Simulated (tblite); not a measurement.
Compound: C₆H₅BCl (doublet state).
Numbering: `[H]/[C:1]=[CH:2]\[C:3]([C:4]#[CH:5])=[CH:6]/[BH:7][Cl:8]` (hydrogens: H9 on C1; H10 on C2; H11 on C5; H12 on C6; H13 on B7)
Bond orders are those of one Lewis drawing.

Computed with GFN2-xTB (tblite), gas phase: L-BFGS steps from a force-field or distance-geometry start until the largest atomic force falls under 0.01 eV/Å.

Step 12: E = -571.0149 eV
```
atom  x, y, z in Å  |  force x, y, z in eV/Å
C1     -1.6069    1.7769    0.6512   -0.001  -0.042  -0.015
C2     -0.4852    1.3415    0.1567    0.024  -0.061   0.020
C3     -0.1600   -0.0884   -0.0070   -0.025  -0.031  -0.010
C4     -1.2236   -0.9883    0.2343    0.038  -0.037  -0.007
C5     -2.1107   -1.7730    0.4350   -0.025  -0.037   0.001
C6      1.0620   -0.5687   -0.3572    0.012   0.074   0.005
B7      2.3388    0.2489   -0.6095   -0.113  -0.027   0.039
Cl8     3.7479   -0.5909   -1.0725    0.041   0.015  -0.011
H9     -2.5071    1.3302    1.0139    0.014   0.111  -0.005
H10     0.3064    2.0110   -0.1516   -0.054   0.027   0.029
H11    -2.8827   -2.4616    0.6091   -0.024  -0.004   0.004
H12     1.1050   -1.6549   -0.4378    0.068   0.129  -0.009
H13     2.4116    1.4178   -0.4825    0.044  -0.116  -0.041
```

Step 13: E = -571.0173 eV
```
atom  x, y, z in Å  |  force x, y, z in eV/Å
C1     -1.6096    1.7798    0.6526    0.022  -0.099  -0.029
C2     -0.4896    1.3366    0.1596    0.008  -0.029   0.023
C3     -0.1575   -0.0917   -0.0078   -0.054  -0.027   0.002
C4     -1.2204   -0.9945    0.2307    0.016  -0.058   0.008
C5     -2.1118   -1.7747    0.4342   -0.005  -0.024  -0.003
C6      1.0679   -0.5659   -0.3576   -0.095   0.073   0.023
B7      2.3428    0.2507   -0.6114   -0.095  -0.059   0.039
Cl8     3.7493   -0.5956   -1.0731    0.042   0.032  -0.011
H9     -2.5154    1.3446    1.0167    0.039   0.111  -0.013
H10     0.3014    2.0069   -0.1489   -0.039   0.032   0.028
H11    -2.8860   -2.4622    0.6108    0.016   0.031  -0.009
H12     1.1102   -1.6509   -0.4388    0.085   0.087  -0.016
H13     2.4143    1.4175   -0.4846    0.059  -0.070  -0.042
```

Step 14: E = -571.0197 eV
```
atom  x, y, z in Å  |  force x, y, z in eV/Å
C1     -1.6119    1.7809    0.6534    0.033  -0.113  -0.034
C2     -0.4937    1.3308    0.1628   -0.006   0.008   0.016
C3     -0.1562   -0.0954   -0.0087   -0.070  -0.016   0.016
C4     -1.2167   -1.0019    0.2271   -0.012  -0.068   0.022
C5     -2.1128   -1.7767    0.4332    0.013  -0.012  -0.005
C6      1.0724   -0.5620   -0.3577   -0.166   0.043   0.032
B7      2.3453    0.2514   -0.6125   -0.037  -0.070   0.025
Cl8     3.7511   -0.5995   -1.0740    0.028   0.044  -0.007
H9     -2.5238    1.3616    1.0195    0.039   0.092  -0.012
H10     0.2956    2.0031   -0.1456   -0.013   0.033   0.024
H11    -2.8892   -2.4623    0.6124    0.039   0.045  -0.017
H12     1.1172   -1.6450   -0.4400    0.088   0.018  -0.022
H13     2.4185    1.4155   -0.4877    0.066  -0.004  -0.037
```

Problem. Estimate the geometry and energy of step 15. (The exact step hangs on the optimiser's Hessian estimate; all steps are aligned on step 14, rigid shifts and turns removed.)

Solution. E = -571.0218 eV, largest force 0.155 eV/Å
```
atom  x, y, z in Å  |  force x, y, z in eV/Å
C1     -1.6136    1.7797    0.6536    0.023  -0.074  -0.025
C2     -0.4969    1.3254    0.1658   -0.009   0.033   0.001
C3     -0.1568   -0.0988   -0.0092   -0.062  -0.003   0.023
C4     -1.2134   -1.0093    0.2243   -0.033  -0.054   0.030
C5     -2.1135   -1.7787    0.4322    0.017  -0.010  -0.004
C6      1.0739   -0.5581   -0.3574   -0.153  -0.003   0.022
B7      2.3464    0.2509   -0.6128    0.019  -0.048   0.008
Cl8     3.7528   -0.6019   -1.0747    0.005   0.044   0.000
H9     -2.5309    1.3783    1.0219    0.015   0.057  -0.003
H10     0.2903    2.0003   -0.1422    0.015   0.029   0.018
H11    -2.8912   -2.4616    0.6135    0.029   0.029  -0.018
H12     1.1249   -1.6391   -0.4415    0.072  -0.044  -0.023
H13     2.4235    1.4133   -0.4913    0.063   0.044  -0.029
```

The energy changes by -0.0021 eV. The first-order estimate −F·Δx gives -0.0030 eV and the mean of the old and new forces, exact on a quadratic surface, -0.0021 eV. The step makes an angle of 69° with the force vector and moves no atom by more than 0.018 Å.

What follows is the cost of the whole relaxation. The run took 0.4 s wall on an Arm Neoverse V1 with one thread (shared host).
